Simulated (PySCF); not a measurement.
thiophene (C4H4S), SMILES s1cccc1. The structure is a stationary point at PBE0-D3(BJ)/def2-SVP.

**Question.** Give the equilibrium geometry at PBE0-D3(BJ)/def2-SVP (PySCF confirms it by a frequency run) as Cartesian coordinates in Å, and its point group. (The exact figures need the calculation; the answer reports its results.)

**Answer.** point group C2v.
```xyz
9

C      0.0000     0.7121     1.2698
C      0.0000    -0.7121     1.2698
C      0.0000    -1.2349     0.0031
S      0.0000     0.0000    -1.1895
C      0.0000     1.2349     0.0031
H      0.0000     1.3256     2.1718
H      0.0000    -1.3256     2.1718
H      0.0000    -2.2830    -0.2932
H      0.0000     2.2830    -0.2932
```
